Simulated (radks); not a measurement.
Valence configurations of V+ (all share [Ar]). All-electron calculation, non-relativistic Kohn-Sham, LDA (Slater exchange, Perdew-Wang correlation), spin-polarised, spherical densities, point nucleus; open shells are filled with parallel spins first. Program: a radial shooting solver on a logarithmic mesh with Libxc functionals. Energies are relative to 3d4; eigenvalues in eV for spin up.

valence,E (eV),moment (Bohr magnetons),e(3d),e(4p),e(4s)
3d4,0.000,4,-10.107,-,-
3d3.5 4s0.5,0.302,4,-11.931,-,-10.812
3d3 4s1,1.157,4,-13.981,-,-11.643
3d3.5 4p0.5,2.304,4,-12.482,-7.169,-
3d2.5 4s1 4p0.5,4.891,4,-16.811,-8.369,-12.808
3d3 4p1,5.373,4,-15.077,-8.067,-
3d2 4s2,6.300,2,-18.710,-,-12.839
3d2.5 4p1.5,9.357,4,-17.881,-8.917,-
3d1.5 4s0.5 4p2,18.008,4,-23.524,-10.317,-15.318

NIST lists [Ar] 3d4 as the ground configuration; this level of theory agrees among the configurations tried. The energies are those of spherical high-spin densities, not of single terms.
